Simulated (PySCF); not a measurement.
Species: C4H7NSi.
Numbering: `[CH:1]#[C:2][CH2:3]/[CH:4]=[N:5]/[SiH3:6]` (hydrogens: H7 on C1; H8, H9 on C3; H10 on C4; H11, H12, H13 on Si6)

The calculation used PBE0-D3(BJ)/def2-SVP geometry optimisation, gas phase in PySCF.

List the bond lengths, angles and torsions at this level.

```csv
bond,length (Å)
C1≡C2,1.209
C2–C3,1.453
C3–C4,1.509
C4=N5,1.260
N5–Si6,1.751
C1–H7,1.074
"C3–H8, C3–H9",1.106
C4–H10,1.115
"Si6–H11, Si6–H12",1.491
Si6–H13,1.504
```

Bonds in one row agree within 0.01 Å and their mean is given. A selection of angles:
```csv
angle,degrees
C2–C1–H7,179.5
C1–C2–C3,179.2
C2–C3–C4,115.7
C2–C3–H8,110.4
C4–C3–H8,107.7
H8–C3–H9,104.7
C3–C4–N5,124.0
C3–C4–H10,112.6
N5–C4–H10,123.4
C4–N5–Si6,125.3
N5–Si6–H11,108.3
N5–Si6–H13,112.4
H11–Si6–H12,109.3
```

Dihedral angles: C2–C3–C4–N5 0° (synperiplanar); C3–C4–N5–Si6 180° (antiperiplanar).

The 6 heavy atoms lie in one plane (0.001 Å rms). The 3 C–C bonds span 1.209 Å (C1≡C2, drawn triple) to 1.509 Å (C3–C4, drawn single), a spread of 0.300 Å. Si6 (SiH3 silicon) is tetrahedral (angles from 108.3° to 112.4°).

Point group: Cs (every atom within 0.08 Å of its image). No frequency check. One conformer, not necessarily the lowest.
